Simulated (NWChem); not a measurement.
System: C₄H₇N; SMILES C=C1CNC1

NWChem input:

```
start job
memory heap 200 mb stack 900 mb global 1100 mb
geometry units angstroms noautosym nocenter noautoz
  C      0.067314    -1.937385     0.000000
  C     -0.014882    -0.612751     0.000000
  C     -0.045451     0.471029     1.066042
  N      0.204593     1.483774     0.000000
  C     -0.045451     0.471029    -1.066042
  H      0.102242    -2.506529     0.925911
  H      0.102242    -2.506529    -0.925911
  H      0.734662     0.435121     1.837617
  H     -1.022445     0.557455     1.568253
  H     -0.459055     2.254363     0.000000
  H     -1.022445     0.557455    -1.568253
  H      0.734662     0.435121    -1.837617
end
basis spherical
  * library pcsseg-1
end
dft
  xc slater vwn_5
  iterations 150
end
property
  shielding 8 1 2 3 4 6 8 9 10
end
task dft property
```

Excerpt of the output:

```
             Northwest Computational Chemistry Package (NWChem) 7.3.0
             --------------------------------------------------------

                             Geometry "geometry" -> ""
                             -------------------------

 Output coordinates in angstroms (scale by  1.889725989 to convert to a.u.)

  No.       Tag          Charge          X              Y              Z
 ---- ---------------- ---------- -------------- -------------- --------------
    1 C                    6.0000     0.06731400    -1.93738500     0.00000000
    2 C                    6.0000    -0.01488200    -0.61275100     0.00000000
    3 C                    6.0000    -0.04545100     0.47102900     1.06604200
    4 N                    7.0000     0.20459300     1.48377400     0.00000000
    5 C                    6.0000    -0.04545100     0.47102900    -1.06604200
    6 H                    1.0000     0.10224200    -2.50652900     0.92591100
    7 H                    1.0000     0.10224200    -2.50652900    -0.92591100
    8 H                    1.0000     0.73466200     0.43512100     1.83761700
    9 H                    1.0000    -1.02244500     0.55745500     1.56825300
   10 H                    1.0000    -0.45905500     2.25436300     0.00000000
   11 H                    1.0000    -1.02244500     0.55745500    -1.56825300
   12 H                    1.0000     0.73466200     0.43512100    -1.83761700

 Effective nuclear repulsion energy (a.u.)     168.8399457879

                              NWChem Property Module
                              ----------------------

  itol2e modified to match energy
  convergence criterion.

                                 NWChem DFT Module
                                 -----------------

 Summary of "ao basis" -> "ao basis" (spherical)
 ------------------------------------------------------------------------------
       Tag                 Description            Shells   Functions and Types
 ---------------- ------------------------------  ------  ---------------------
 C                          pcsseg-1                 7       17   3s3p1d
 N                          pcsseg-1                 7       17   3s3p1d
 H                          pcsseg-1                 3        5   2s1p

  itol2e modified to match energy
  convergence criterion.

            General Information
            -------------------
          SCF calculation type: DFT
          Wavefunction type:  closed shell.
          No. of atoms     :    12
          No. of electrons :    38
           Alpha electrons :    19
            Beta electrons :    19
          Charge           :     0
          Spin multiplicity:     1
          Use of symmetry is: off; symmetry adaption is: off
          Maximum number of iterations: 150
          AO basis - number of functions:   120
                     number of shells:    56
          Convergence on energy requested:  1.00D-07
          Convergence on density requested:  1.00D-05
          Convergence on gradient requested:  5.00D-04

              XC Information
              --------------
                        Slater Exchange Functional  1.000 local
                      VWN V Correlation Functional  1.000 local

             Grid Information
             ----------------
          Grid used for XC integration:  fine
          Radial quadrature: Mura-Knowles
          Angular quadrature: Lebedev.
          Tag              B.-S. Rad. Rad. Pts. Rad. Cut. Ang. Pts.
          ---              ---------- --------- --------- ---------
          C                   0.70       70          12.0       590
          N                   0.65       70          11.0       590
          H                   0.35       60          13.0       590
          Grid pruning is: on
          Number of quadrature shells:   770
          Spatial weights used:  Erf1

      Superposition of Atomic Density Guess
      -------------------------------------

 Sum of atomic energies:        -208.39049463

[...]

          -----------------------------------------
          Chemical Shielding Tensors (GIAO, in ppm)
          -----------------------------------------

                                NWChem CPHF Module
                                ------------------

  scftype          =     RHF
  nclosed          =       19
  nopen            =        0
  variables        =     1919
  # of vectors     =        3
  tolerance        = 0.10D-03
  level shift      = 0.00D+00
  max iterations   =       50
  max subspace     =       30

 SCF residual:    2.2841613843738979E-005

Iterative solution of linear equations
  No. of variables     1919
  No. of equations        3
  Maximum subspace       30
        Iterations       50
       Convergence  1.0D-04

   iter   nsub   residual    time
   ----  ------  --------  ---------
     1      3    7.51D-06      90.9

      Atom:    1  C
        Diamagnetic
    241.8805     -0.8668     -0.0000
     -0.8668    270.4850     -0.0000
     -0.0000     -0.0000    256.6520

        Paramagnetic
    -81.7971      8.5183     -0.0000
      8.5183   -190.0246      0.0000
     -0.0000      0.0000   -299.0804

        Total Shielding Tensor
    160.0834      7.6514     -0.0000
      7.6514     80.4603      0.0000
     -0.0000      0.0000    -42.4284

           isotropic =      66.0384
          anisotropy =     142.1603

          Principal Components and Axis System
                 1           2           3
              160.8120     79.7317    -42.4284

      1         0.9955     -0.0948      0.0000
      2         0.0948      0.9955     -0.0000
      3        -0.0000      0.0000      1.0000

      Atom:    2  C
        Diamagnetic
    243.1505     -0.0262      0.0000
     -0.0262    268.9366      0.0000
      0.0000      0.0000    265.2671

        Paramagnetic
   -110.6412      6.8560     -0.0000
      6.8560   -260.5756     -0.0000
     -0.0000     -0.0000   -354.0547

        Total Shielding Tensor
    132.5093      6.8298     -0.0000
      6.8298      8.3609     -0.0000
     -0.0000     -0.0000    -88.7876

           isotropic =      17.3609
          anisotropy =     173.2846

          Principal Components and Axis System
                 1           2           3
              132.8839    -88.7876      7.9863

      1         0.9985      0.0000     -0.0548
      2         0.0548      0.0000      0.9985
      3        -0.0000      1.0000     -0.0000

      Atom:    3  C
        Diamagnetic
    236.1176      2.0240     -2.3192
      2.0240    251.0680      2.2591
     -2.3192      2.2591    248.7066

        Paramagnetic
   -140.4654     10.5903      7.0750
     10.5903   -110.3470    -16.8329
      7.0750    -16.8329   -132.6035

        Total Shielding Tensor
     95.6522     12.6143      4.7558
     12.6143    140.7210    -14.5738
      4.7558    -14.5738    116.1031

           isotropic =     117.4921
          anisotropy =      47.6014

          Principal Components and Axis System
                 1           2           3
              149.2264    113.7938     89.4562

      1         0.1809      0.4174      0.8905
      2         0.9095      0.2735     -0.3130
      3        -0.3742      0.8666     -0.3301

      Atom:    4  N
        Diamagnetic
    294.9431     -7.3378     -0.0000
     -7.3378    321.6076      0.0000
     -0.0000      0.0000    324.4603

        Paramagnetic
    -98.3489    -13.1461      0.0000
    -13.1461    -68.0934      0.0000
      0.0000      0.0000    -60.8522

        Total Shielding Tensor
    196.5942    -20.4839      0.0000
    -20.4839    253.5141      0.0000
      0.0000      0.0000    263.6080

           isotropic =     237.9055
          anisotropy =      38.5539

          Principal Components and Axis System
                 1           2           3
              263.6080    260.1192    189.9891

      1        -0.0000     -0.3069      0.9517
      2         0.0000      0.9517      0.3069
      3         1.0000     -0.0000     -0.0000

      Atom:    5  H
        Diamagnetic
     21.5691     -0.5147      0.5134
     -0.5147     33.4684     -8.3090
      0.5134     -8.3090     33.7844

        Paramagnetic
      4.0185      0.1855     -0.5751
      0.1855     -4.4314      7.7526
     -0.5751      7.7526    -11.2407

        Total Shielding Tensor
     25.5876     -0.3292     -0.0617
     -0.3292     29.0369     -0.5564
     -0.0617     -0.5564     22.5437

           isotropic =      25.7227
          anisotropy =       5.0866

          Principal Components and Axis System
                 1           2           3
               29.1138     25.5606     22.4938

      1        -0.0912      0.9954      0.0290
      2         0.9924      0.0884      0.0861
      3        -0.0832     -0.0367      0.9959

      Atom:    6  H
        Diamagnetic
     27.1548      0.1885      8.6104
      0.1885     23.6740      0.6249
      8.6104      0.6249     33.9196

        Paramagnetic
     -2.0537      0.2295     -5.9565
      0.2295      1.6010     -2.0400
     -5.9565     -2.0400     -4.2420

        Total Shielding Tensor
     25.1011      0.4180      2.6539
      0.4180     25.2750     -1.4150
      2.6539     -1.4150     29.6775

           isotropic =      26.6845
          anisotropy =       6.6388

          Principal Components and Axis System
                 1           2           3
               31.1104     25.5921     23.3511

      1         0.3854      0.5164      0.7647
      2        -0.1913      0.8554     -0.4813
      3         0.9027     -0.0392     -0.4284

      Atom:    7  H
        Diamagnetic
     32.1616     -1.1193     -8.2836
     -1.1193     23.6116      1.2287
     -8.2836      1.2287     28.9179

        Paramagnetic
     -6.1858      1.1049      5.6106
      1.1049      1.9732     -2.8194
      5.6106     -2.8194     -1.5334

        Total Shielding Tensor
     25.9758     -0.0145     -2.6729
     -0.0145     25.5848     -1.5906
     -2.6729     -1.5906     27.3845

[...]
```

Level: LDA (Slater exchange, VWN5)/pcSseg-1, GIAO. Geometry: optimised at B3LYP/6-31G* (spherical d). The output numbers the shielded atoms by their place in the input's list. The printed shielding anisotropy is the first printed principal value minus the mean of the other two.
